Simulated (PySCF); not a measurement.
Cd(Cl)(Et) (C2H5CdCl), SMILES [Cd]([CH2]C)[Cl].

Geometry: B3LYP-D3(BJ)/def2-SVP. The structure was generated by enumeration; whether it is a known compound was not checked. The def2 effective core potentials stand for the cores of Cd; spin–orbit coupling is left out. Other conformers were not sampled.

These are M06-2X/def2-TZVP run with PySCF values and carry that method's errors.

```
Quantity                                                                                                       Result
---------------------------------------------------------------------------------------------  ----------------------
total energy                                                                                       -707.13777 hartree
point group                                                                                                        Cs
highest occupied level                                                                                       -8.65 eV
lowest empty level                                                                                           -0.34 eV
orbital gap                                                                                                   8.31 eV
dipole moment                                                                                                  3.55 D
quadrupole, principal values (traceless, Buckingham form, about the centre of nuclear charge)  -11.77, 5.58, 6.19 D·Å
mean static polarisability                                                                       67.0 bohr³ (9.92 Å³)
polarisability, principal values                                                               49.7, 52.8, 98.4 bohr³
```
